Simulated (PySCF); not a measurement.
C4H5BFN, SMILES C#CB(F)/C=N/C.

Geometry: B3LYP-D3(BJ)/def2-SVP. The structure was generated by enumeration; whether it is a known compound was not checked. One conformer was computed; it need not be the lowest.

Method: PySCF with TDDFT-PBE/def2-SVPD.

Vertical excitations. The molecule is in vacuum. State labels are in the subgroup Cs.

Computed excitation energies, oscillator strengths and character:
```tsv
state	symmetry	energy (eV)	λ (nm)	f	main pairs
S1	A"	2.76	450	0.001	HOMO→LUMO 100 %
S2	A"	4.00	310	0.000	HOMO−1→LUMO 100 %
S3	A'	4.79	259	0.218	HOMO−2→LUMO 85 %
S4	A"	5.09	244	0.000	HOMO−4→LUMO 96 %
S5	A"	5.15	241	0.000	HOMO→LUMO+1 96 %
S6	A'	5.22	237	0.003	HOMO→LUMO+2 72 %, HOMO−3→LUMO 25 %
S7	A'	5.31	234	0.182	HOMO−3→LUMO 59 %, HOMO→LUMO+2 24 %
S8	A'	6.12	202	0.010	HOMO→LUMO+3 97 %
S9	A"	6.42	193	0.000	HOMO−1→LUMO+1 98 %
S10	A'	6.54	190	0.016	HOMO→LUMO+4 99 %
T1	A"	2.26	549	0	HOMO→LUMO 99 %
T2	A'	3.69	336	0	HOMO−2→LUMO 95 %
T3	A"	3.79	327	0	HOMO−1→LUMO 99 %
T4	A'	4.06	306	0	HOMO−3→LUMO 93 %
```
Triplets are in the Tamm–Dancoff approximation, which puts them higher than full response would, so one can lie above its singlet here.
